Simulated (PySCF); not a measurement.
# Potential energy of RbN along the bond

Set-up: Rb def2-SVP with ECP28, N def2-SVP; scalar-relativistic core potentials (PySCF 2.14). Energies in eV from Rb + N in their ground configurations at the same level. State: ³Σ⁻ (triplet), unpaired electrons π ↑↑.

```json
{"R (Å)": "2.374", "PBE0": "-0.4652", "PBE": "-0.816"}
{"R (Å)": "2.485", "PBE0": "-0.6682", "PBE": "-1.025"}
{"R (Å)": "2.595", "PBE0": "-0.7728", "PBE": "-1.136"}
{"R (Å)": "2.678", "PBE0": "-0.8068", "PBE": "-1.175"}
{"R (Å)": "2.761", "PBE0": "-0.8142", "PBE": "-1.185"}
{"R (Å)": "2.844", "PBE0": "-0.8027", "PBE": "-1.175"}
{"R (Å)": "2.954", "PBE0": "-0.7678", "PBE": "-1.141"}
{"R (Å)": "3.092", "PBE0": "-0.7060", "PBE": "-1.076"}
{"R (Å)": "3.258", "PBE0": "-0.6210", "PBE": "-0.982"}
{"R (Å)": "3.479", "PBE0": "-0.5086", "PBE": "-0.852"}
```

Q: Put a parabola through the three lowest points of the PBE0 curve and estimate Re, k and ωe (reduced mass 12.02 u; 1 eV/Å² = 0.16022 mdyn/Å; ωe = 1302.8·√(k/μ) cm⁻¹).

A: Through R = 2.678, 2.761, 2.844 Å the second-order coefficient is 1.37 eV/Å², so Re ≈ 2.752 Å, k ≈ 0.440 mdyn/Å and ωe ≈ 249 cm⁻¹. A polynomial fit of higher order to the unrounded PBE0 energies gives Re = 2.747 Å, k = 0.464 mdyn/Å, ωe = 256 cm⁻¹; anharmonicity and rounding make the difference.

The higher-order fit for each curve: PBE0: Re = 2.747 Å, ωe = 256 cm⁻¹, De = 0.81 eV; PBE: Re = 2.758 Å, ωe = 258 cm⁻¹, De = 1.19 eV.

⟨S²⟩ of the unrestricted solution departs from its pure value on part of the curve, where spin states mix. Spin–orbit coupling is left out. The state was picked by a PBE0 search and need not be the measured ground state.
